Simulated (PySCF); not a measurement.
**Constants of GeN, step by step**

State: ²Π, doublet, unpaired electrons π ↑. De refers to Ge + N. ROHF-based CCSD(T) in PySCF 2.14 with Ge cc-pwCVDZ-PP with ECP10, N aug-cc-pVDZ and Ge cc-pwCVTZ-PP with ECP10, N aug-cc-pVTZ (frozen core orbitals: 5; scalar-relativistic core potentials). Correlation energies are extrapolated as n⁻³ (n = 2, 3), Hartree–Fock as (n+1)·exp(−9√n).

| Level | Re (Å) | ωe (cm⁻¹) | ωexe (cm⁻¹) | αe (cm⁻¹) | De (eV) |
| --- | --- | --- | --- | --- | --- |
| CCSD(T)/DZ | 1.7631 | 791.8 | 5.03 | 0.00374 | 3.043 |
| CCSD(T)/TZ | 1.7484 | 826.8 | 4.70 | 0.00349 | 3.433 |
| HF/CBS | 1.6989 | 985.9 | 3.78 | 0.00279 | 0.454 |
| MP2/CBS | 1.7387 | 847.2 | 4.35 | 0.00329 | 3.644 |
| CCSD/CBS | 1.7286 | 880.7 | 4.33 | 0.00321 | 3.194 |
| CCSD(T)/CBS | 1.7445 | 835.5 | 4.61 | 0.00343 | 3.570 |

Task: How much is left between CCSD(T)/TZ and the basis-set limit, and how much do the triples give at the limit?

Result: CCSD(T)/CBS less CCSD(T)/TZ: -3.9 mÅ in Re, +8.7 cm⁻¹ in ωe and +0.137 eV in De. CCSD(T)/CBS less CCSD/CBS: +15.9 mÅ in Re, -45.2 cm⁻¹ in ωe and +0.376 eV in De.

The T1 diagnostic is 0.027. The state was picked by a PBE0 search and need not be the measured ground state. Spin–orbit coupling, excitations beyond (T) and corrections to the Born–Oppenheimer picture are left out.

The whole job (state search and all basis sets along the bond) took about 38 min on 4 threads of AMD EPYC 7R43 64-Core (shared host), peak memory 11 GiB.
